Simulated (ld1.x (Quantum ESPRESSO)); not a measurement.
Ti (Z = 22), TM: configuration errors across variants

- Element: titanium
- Generator: ld1.x (Quantum ESPRESSO) 7.5
- Type: norm-conserving Troullier–Martins (Kleinman–Bylander form)
- Functional: BP86
- Relativity: non-relativistic
- Frozen core: [Ar]
- Valence charge: 4
- Reference configuration: 3d2 4s1.5 4p0 (charge +0.5)
- Partial waves: 4s (bound): rc 2.65 bohr; 4p (bound, empty): rc 3.40 bohr; 3d (bound): rc 2.55 bohr
- Local potential: the d channel
- Core correction: a·sin(br)/r model core inside 2.30 bohr

All-electron excitation energies from the reference (eV): (1) 3d2 4s2 4p0 -2.988; (2) 3d2 4s1 4p0 4.469; (3) 3d2 4s0 4p0 18.029; (4) 3d1 4s2 4p0 7.087; (5) 3d2.5 4s1.5 4p0 -2.717; (6) 3d3 4s1 4p0 -2.023; (7) 3d3 4s0 4p0 4.351.

Tests that are not counted but printed errors over 1 eV. “type PAW; waves now 4s (bound): rcut 2.30, rcutus 2.65 bohr; 4s channel at -0.15 Ry: rcut 2.30, rcutus 2.65 bohr; 4p (bound): rcut 2.95, rcutus 3.40 bohr; 4p channel at 4.2 Ry: rcut 2.95, rcutus 3.40 bohr; 3d (bound): rcut 2.20, rcutus 2.55 bohr; 3d channel at 2.1 Ry: rcut 2.20, rcutus 2.55 bohr; local potential all-electron potential smoothed inside 2.80 bohr (lloc = -2); augmentation PSQ, inside the norm-conserving radii”: 3d2 4s2 4p0 (converged, but collapsed or in another state, printed error -29.4 eV).

3 further variants failed, have other tests or another functional or relativity, and are left out.

A true bound ghost makes a file unfit for plane-wave use even where its test errors are small: the radial tests pick states by their node count and pass the ghost by.

Errors AE − PS in meV (a dash: test not solved or not reliable):

| change | (1) | (2) | (3) | (4) | (5) | (6) | (7) | bound ghosts |
| --- | --- | --- | --- | --- | --- | --- | --- | --- |
| base | -0.1 | -0.8 | -26 | +94 | -10 | -41 | -28 | s, p |
| type PAW; waves now 4s (bound): rcut 2.30, rcutus 2.65 bohr; 4s channel at -0.15 Ry: rcut 2.30, rcutus 2.65 bohr; 4p (bound): rcut 2.95, rcutus 3.40 bohr; 4p channel at 4.2 Ry: rcut 2.95, rcutus 3.40 bohr; 3d (bound): rcut 2.20, rcutus 2.55 bohr; 3d channel at 2.1 Ry: rcut 2.20, rcutus 2.55 bohr; local potential all-electron potential smoothed inside 2.80 bohr (lloc = -2); augmentation PSQ, inside the norm-conserving radii | – | -1.1 | -22 | -307 | -31 | -93 | -144 | none |
| wave 3d (bound): rc 2.55 bohr becomes 3d (bound): rc 2.48 bohr | -0.1 | -0.8 | -25 | +73 | -12 | -46 | -42 | s, p |
| core correction a·sin(br)/r model core inside 2.40 bohr | -0.1 | -0.8 | -25 | +118 | -8.4 | -34 | -17 | s, p |

Task: Give the same row for: wave 4s (bound): rc 2.65 bohr becomes 4s (bound): rc 2.32 bohr.

Result: -0.1, -0.8, -26, +106, -9.2, -35, -12; bound ghosts: s, p.
